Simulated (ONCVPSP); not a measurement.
**lanthanum (La), ONCV: configuration errors across variants**

| Item | Value |
| --- | --- |
| Element | La (Z = 57) |
| Generator | ONCVPSP 4.0.1 |
| Type | optimised norm-conserving Vanderbilt (ONCV) |
| Functional | PBE |
| Relativity | fully relativistic |
| Frozen core | [Kr] 4d10 |
| Valence charge | 11 |
| Reference configuration | 5s2 5p6 5d2 6s1 |
| Partial waves | 5s+6s: rc 2.95 bohr, ncon 5, nbas 8, qcut 4.5 1/bohr, 2 projectors; 5p: rc 2.90 bohr, ncon 4, nbas 7, qcut 5.7 1/bohr, 3 projectors, debl 1.2 Ha; 5d: rc 2.60 bohr, ncon 4, nbas 7, qcut 3.5 1/bohr, 2 projectors, debl 4 Ha; f scattering state at 0.28 Ha: rc 3.05 bohr, ncon 3, nbas 6, qcut 3.6 1/bohr, 3 projectors, debl 1 Ha |
| Local potential | polynomial inside 2.15 bohr (lpopt 4, dvloc0 6 Ha) |
| Core correction | none |

Open shells are filled in proportion to 2j + 1.

In the f channel the program set the typed energies aside and used -0.096, 0.904, 1.904 Ha (j = l + 1/2; the other j can differ).

All-electron excitation energies from the reference (eV): (1) 5s2 5p6 5d1 6s2 -0.796; (2) 5s2 5p6 5d1 6s1 5.170; (3) 5s2 5p6 5d1 6s0 16.056.

1 further variants failed, have other tests or too few solved ones, and are left out.

Errors AE − PS in meV (a dash: test not solved or not reliable):

| change | (1) | (2) | (3) | bound ghosts | GHOST(+) flags above zero |
| --- | --- | --- | --- | --- | --- |
| base | -4.8 | -1.6 | +1.9 | none | s |
| p: debl 2 | -4.8 | -1.6 | +1.9 | none | s |
| d: rc 3.32 | -1.5 | +0.8 | +2.9 | none | s |
| local potential polynomial inside 2.55 bohr (lpopt 5, dvloc0 2 Ha) | -4.9 | -1.8 | +1.8 | none | s |
| f: rc 4.5 | -4.8 | -1.6 | +1.9 | none | s |

**Question.** Give the same row for: local potential polynomial inside 2.15 bohr (lpopt 4, dvloc0 3 Ha).

**Answer.** -4.9, -1.7, +1.8; bound ghosts: none; GHOST(+) flags above zero: none.
